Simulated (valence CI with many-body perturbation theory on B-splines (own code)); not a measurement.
Results of a calculation; reference values are marked as such.
# Hyperfine factors and g values of Yb XXI

Method: configuration interaction combined with many-body perturbation theory (CI+MBPT): four valence electrons over a frozen Dirac-Fock core [Kr] 4d10, a basis of 8 s, 8 p, 9 d, 9 f, 6 g, 3 h, 2 i functions for each j, with the one-electron correlation potential Σ1, the two-electron term Σ2, the three-electron term Σ3, Breit, model QED; selected CI, second order for the rest (own B-spline code, finite nucleus).

No measured spectrum was set against this ion. As an estimate, terms of the open shell hold to a few per cent of their energy, and close levels can change places. Core correlation moves these levels by up to 3300 cm⁻¹, and in measured spectra 5 to 20 % of such shifts remained as error; rates that hang on mixing are uncertain with them. Only levels of the ground parity were solved; by the run's estimate the other parity begins above the list, which can be wrong where configurations are misplaced.

A/g_I is the dipole constant over the nuclear g factor μ/I (μ in nuclear magnetons, uniformly magnetised nucleus), B/Q the quadrupole constant per barn. Both hold the static response of the core; the bare values leave it out. Large factors of s and p1/2 electrons are usually good to 5 to 10 %; those of open d and f shells near neutrality can be off by tens of per cent, and small factors of p3/2, d and f electrons come from cancelling terms and can be off by a factor of two or in sign, in half-filled shells by more. B is blank for J = 1/2, where it vanishes, and for nearly pure S terms. Energies count from the lowest level. Levels with J = 0 are left out.

Names give the largest LS component (configuration and term), which can be under half, so a name can repeat, a term be missing and a line seem to break the LS rules; names also repeat where a configuration has a term twice. Letters in brackets count levels of one name in rising energy.

```csv
Level,E (eV),g,A/g_I (MHz),A/g_I bare,B/Q (MHz/b),B/Q bare
4f4 5I_4,0.0000,0.622,3250,2830,-1390,-1190
4f4 5I_5,1.021,0.905,2260,2220,-1230,-1070
4f4 5I_6,1.983,1.063,1740,1910,-1140,-1010
4f4 5I_7,2.853,1.156,1460,1760,-1020,-926
4f4 5I_8,3.644,1.214,1320,1700,-898,-836
4f4 5F_2,3.812,1.005,2370,2540,1470,1270
4f4 5F_1,3.938,0.078,5930,4940,470,404
4f4 3G_4 [a],4.455,1.063,2010,2230,-2060,-1790
4f4 5F_3,4.564,1.196,1390,1750,263,215
4f4 5S_2,4.880,1.775,-728,385,-216,-211
4f4 5G_2,5.161,0.505,3730,3160,-917,-780
4f4 3K_6 [a],5.254,0.871,2380,2290,371,339
4f4 5G_3,5.421,0.899,2420,2390,338,311
4f4 5F_5 [a],5.672,1.274,1030,1490,-382,-376
4f4 3K_7,5.682,0.971,2060,2110,1470,1260
4f4 5F_4,5.695,1.196,1220,1560,1380,1190
4f4 3M_8,6.207,1.030,1890,2020,2640,2250
4f4 5G_4,6.805,1.054,1810,1970,-375,-318
4f4 5F_5 [b],6.810,1.224,1080,1440,1270,1080
4f4 3D_2,7.044,1.171,1360,1670,1180,1030
4f4 3G_3 [a],7.058,0.847,2430,2300,-1460,-1260
4f4 3P_1,7.608,1.030,2260,2460,-104,-96.7
4f4 5G_5,7.822,1.163,1450,1770,-542,-476
4f4 3L_7,7.879,0.945,2000,1990,1180,1040
4f4 5G_6,7.960,1.255,1020,1430,-646,-606
4f4 1D_2 [a],7.982,1.013,1540,1570,-618,-554
4f4 3L_8,8.014,0.990,1990,2060,2680,2320
4f4 3M_9,8.164,1.058,1770,1940,4290,3680
4f4 3K_8,8.263,1.025,1770,1860,2410,2070
4f4 3D_3,8.280,1.267,769,1160,985,844
4f4 3F_4 [a],8.316,1.184,1280,1600,-1670,-1460
4f4 3I_5,8.504,0.906,2150,2090,688,579
4f4 3H_6 [a],8.729,1.183,1400,1750,-507,-458
4f4 3G_4 [b],8.908,1.057,1690,1830,-1060,-923
4f4 3F_2,9.002,0.715,3540,3360,743,664
4f4 5D_1,9.283,1.470,-365,215,1020,873
4f4 3I_6,9.539,1.064,1720,1890,-165,-149
4f4 3I_7,9.607,1.110,1650,1900,649,548
```

Problem. Take the isotope of mass number 171, with I = 1/2, μ = 0.4923 μN. What is the hyperfine structure of 4f4 5I_4?

Solution. From the table A = 3200 MHz. Shifts from the centre of gravity in MHz: F = 7/2: -8000, F = 9/2: 6400.
